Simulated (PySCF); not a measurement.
# Lu(NH2)3: from a saddle point downhill

PySCF 2.14.0, RKS PBE0, Lu lcecp-1-SVP with ECP60, N def2-SVP, H def2-SVP; non-relativistic Hamiltonian with scalar-relativistic core potentials where named; density fitting; no spin-orbit coupling. Relaxed within the symmetry of its start, the geometry (D3h) is

```xyz
10

Lu    0.0000    0.0000    0.0000
N     2.1491    0.0000    0.0000
H     2.7754    0.0000    0.8049
H     2.7754    0.0000   -0.8049
N    -1.0745    1.8612    0.0000
H    -1.3877    2.4035    0.8049
H    -1.3877    2.4035   -0.8049
N    -1.0746   -1.8611    0.0000
H    -1.3877   -2.4035    0.8049
H    -1.3877   -2.4035   -0.8049
```

and its lowest harmonic modes are -436, -436, -433, -50, 128, 128 cm⁻¹ (negative: unstable). It was moved along the lowest mode and relaxed again.

Task: Where does it end, and how much lower?

Result: In C1, nearly D3h, 0.845 eV lower, after 44 steps:
```xyz
10

Lu   -0.0091    0.0084   -0.0365
N     2.1157   -0.0059   -0.0217
H     2.7381    0.7973    0.0692
H     2.7307   -0.8167   -0.0908
N    -1.0587    1.8386    0.2196
H    -0.6584    2.7659    0.3633
H    -2.0696    1.9753    0.2401
N    -1.0654   -1.8264   -0.2211
H    -2.0731   -1.9840   -0.1984
H    -0.6501   -2.7525   -0.3236
```

Task: How do the contacts change?

Result: 
```json
{"contact": "Lu1–N2 (NH2)", "saddle (Å)": "2.149", "end (Å)": "2.125"}
{"contact": "Lu1–N5 (NH2)", "saddle (Å)": "2.149", "end (Å)": "2.125"}
{"contact": "Lu1–N8 (NH2)", "saddle (Å)": "2.149", "end (Å)": "2.125"}
```


No frequency check is given for the end, and other unstable modes may remain.

An lcecp potential fixes the number of 4f electrons, so in runs with it no electron can move into or out of that shell.

State: singlet in the valence, with the 4f electrons in the core potential.
